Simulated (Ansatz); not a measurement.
Basis-set extrapolation for BFH4OSi, SMILES `BO[SiH2]F` (PBE0-D4/def2-TZVP geometry, frozen core, Ansatz 0.2.0). Multiplicity 1, RHF reference.

```
                      def2-TZVPP   def2-QZVPP
                 HF  -490.502432  -490.522384
    MP2 correlation    -0.704198    -0.763950
CCSD(T) correlation    -0.755382      not run
```

Energies in hartree. Use E(X) = E(∞) + A·exp(−7.88·√X) for Hartree–Fock and E(X) = E(∞) + B·X^(−2.97) for correlation, with X = 3 and 4, and add CCSD(T) minus MP2 of the smaller set to the MP2 limit.

Question: What is the CCSD(T) energy at the basis-set limit?

Answer: HF limit: -490.522384 + (-0.019952) × 0.13774 = -490.52513. MP2 limit: -0.763950 + (-0.059752) × 0.74074 = -0.80821. Higher-order term: -0.755382 − (-0.704198) = -0.05118. Total: -491.38452 hartree, 332.7 kJ/mol below CCSD(T)/def2-TZVPP.
